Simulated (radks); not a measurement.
Values are calculated unless marked as measured or tabulated.
Valence configurations of the palladium ion Pd+ (all share [Kr]). Code: a radial shooting solver on a logarithmic mesh with Libxc functionals. Model: scalar-relativistic Kohn-Sham, PBEsol, spin-polarised, spherical densities, finite nucleus; open shells are filled with parallel spins first (spin-orbit coupling, left out, can overturn this in heavy ions); Fermi nuclear charge, rms radius 4.5318 fm. Energies are relative to 4d9; eigenvalues in eV for spin up.

| valence | E (eV) | moment (Bohr magnetons) | e(4d) | e(5p) | e(5s) |
|---|---|---|---|---|---|
| 4d9 | 0.000 | 1 | -14.929 | - | - |
| 4d8 5s1 | 3.481 | 3 | -18.667 | - | -13.110 |
| 4d8.5 5p0.5 | 4.247 | 2 | -17.475 | -7.400 | - |
| 4d7.5 5s1 5p0.5 | 8.438 | 4 | -21.250 | -8.625 | -14.421 |
| 4d8 5p1 | 8.990 | 3 | -20.003 | -8.426 | - |
| 4d7 5s2 | 9.614 | 3 | -22.531 | - | -14.282 |
| 4d7 5s1 5p1 | 13.962 | 5 | -23.829 | -9.527 | -15.645 |
| 4d7.5 5p1.5 | 14.270 | 4 | -22.525 | -9.343 | - |
| 4d6.5 5s1 5p1.5 | 20.074 | 6 | -26.410 | -10.363 | -16.803 |
| 4d7 5p2 | 20.119 | 5 | -25.052 | -10.184 | - |

NIST lists [Kr] 4d9 as the ground configuration; this level of theory agrees among the configurations tried. The energies are those of spherical high-spin densities, not of single terms.
